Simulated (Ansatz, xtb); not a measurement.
# C4H4ClFSi: 5 structures ranked

5 gas-phase structures of C4H4ClFSi, from a drawn sample of its isomers (lower ones may exist). Each was relaxed with GFN2-xTB:

A. `FC1=CC=C[Si@@H]1Cl`, a singlet
B. `F[Si]1(Cl)C=CC=C1`, a singlet
C. `F[Si@@H]1C=CC=C1Cl`, a singlet
D. `F[Si@@H]1C=CC(Cl)=C1`, a singlet
E. `FC1=C[Si@@H](Cl)C=C1`, a singlet

Problem. Estimate their order in r2SCAN-D4/def2-SVP energy at these geometries, lowest first.

Solution. Calculated order at r2SCAN-D4/def2-SVP: B (0.0), D (34.8), C (38.0), E (40.5), A (48.3) kcal/mol.

Energies above the lowest of each column, in kcal/mol; the last columns are at PBE0-D3(BJ)/def2-SVP geometries and were run for some of them only (a dash: not run or not comparable):

```
structure  GFN2-xTB  HF/STO-3G  r2SCAN-D4/def2-SVP  PBE0-D3(BJ)/def2-SVP  CCSD(T)/def2-SVP + ΔMP2/def2-TZVPP
        B       0.0        0.0                 0.0                   0.0                                 0.0
        D      16.0       35.3                34.8                  35.8                                36.2
        C      18.2       36.7                38.0                  38.7                                39.6
        E      28.4       12.0                40.5                     –                                   –
        A      31.5       15.4                48.3                     –                                   –
```

Every level run on B puts it lowest or level with the lowest. Frequencies (GFN2-xTB) were run for B, C, D alone. ΔMP2 is the change of the MP2 energy from the smaller to the larger basis.

Over these structures GFN2-xTB departs from r2SCAN-D4/def2-SVP by 6.0 kcal/mol on average once a common shift is removed. A GFN2-xTB relaxation took about 0.082 s and the r2SCAN-D4/def2-SVP energy about 1.8 s on a shared host (Ansatz 0.2.0, xtb 6.7.1).
